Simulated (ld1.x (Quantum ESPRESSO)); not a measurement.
# Sn, TM: configuration errors across variants

ld1.x (Quantum ESPRESSO) 7.5 input, shortened:

```
&input
   title='Sn', zed=50., rel=1, dft='BP', iswitch=3,
   config='[Kr] 4d10 5s2 5p2'
 /
 &inputp
   pseudotype=2, tm=.true., lloc=2,
   nlcc=.true., new_core_ps=.true., rcore=0.90
 /
3
5S  1  0   2.00   0.00  2.15  2.15  0.0
5P  2  1   2.00   0.00  2.75  2.75  0.0
4D  3  2  10.00   0.00  0.95  0.95  0.0
 &test
   configts(1)='4d10 5s2 5p2'
 /
```

All-electron excitation energies from the reference (eV): (1) 4d10 5s2 5p1 7.033; (2) 4d10 5s2 5p0 21.155; (3) 4d10 5s1 5p0 52.329; (4) 4d10 5s1 5p3 7.003; (5) 4d10 5s0 5p0 93.440; (6) 4d10 5s0 5p4 14.245; (7) 4d9 5s2 5p3 24.409.

4 further variants failed, have other tests or another functional or relativity, and are left out.

A true bound ghost makes a file unfit for plane-wave use even where its test errors are small: the radial tests pick states by their node count and pass the ghost by.

Errors AE − PS in meV (a dash: test not solved or not reliable):

```csv
change,(1),(2),(3),(4),(5),(6),(7),bound ghosts
base,-1.3,-7.9,-27,-0.9,-101,-2.6,-215,"s, p"
core correction Bessel-smoothed model core inside 0.46 bohr,-1.3,-7.9,-27,-0.9,-101,-2.6,-215,"s, p"
"all radii but the core radius scaled by about 1.23 (s 2.64, p 3.38, d 1.16 bohr)",-2.9,-25,-82,+0.5,-263,+1.7,-127,"s, p"
wave 4d (bound): rc 0.95 bohr becomes 4d (bound): rc 1.06 bohr,-1.5,-8.4,-28,-1.0,-101,-3.2,-224,"s, p"
wave 5s (bound): rc 2.15 bohr becomes 5s (bound): rc 2.20 bohr,-1.3,-7.9,-27,-1.1,-103,-3.7,-212,"s, p"
local potential the p channel,+0.1,+0.3,-7.6,-0.7,-129,-3.4,-323,none
wave 5s (bound): rc 2.15 bohr becomes 5s (bound): rc 1.64 bohr,-1.5,-9.2,-24,-0.5,-86,-1.5,-202,"s, p"
```

Question: Give the same row for: wave 5p (bound): rc 2.75 bohr becomes 5p (bound): rc 2.42 bohr.

Answer: -1.2, -5.5, -18, -2.8, -84, -11, -233; bound ghosts: s, p.
